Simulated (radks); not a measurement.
Polarisability of the copper ion Cu+, [Ar] 3d10, at imaginary frequency. Calculated with a radial shooting solver on a logarithmic mesh with Libxc functionals: non-relativistic Kohn-Sham, LB94 model potential, spin-polarised, spherical densities, point nucleus. Response by self-consistent Sternheimer equations with the Hartree and adiabatic LDA kernel.

w (hartree)  alpha1(iw) (bohr^3)  alpha2(iw) (bohr^5)
0.00266                    5.731                32.23
0.0143                     5.727                32.05
0.0360                     5.703                31.07
0.0697                     5.630                28.44
0.118                      5.456                24.00
0.186                      5.120                19.05
0.280                      4.585                14.91
0.413                      3.889                11.78
0.605                      3.129                9.225
0.892                      2.386                6.912
1.35                       1.697                4.773
2.12                       1.086                2.914
3.59                      0.5874                1.476
6.94                      0.2368               0.5473
17.5                     0.05342               0.1085

Static values: alpha1 = 5.731 bohr^3 (0.8492 angstrom^3; uncoupled 7.684), alpha2 = 32.24 bohr^5, alpha3 = 143.1 bohr^7. C6 = 18.78, C8 = 328.1, triple-dipole C9 = 69.85 atomic units. One-pole (London) frequency 4 C6 / (3 alpha1^2) = 0.763 hartree, against 0.802 for minus the highest occupied eigenvalue.
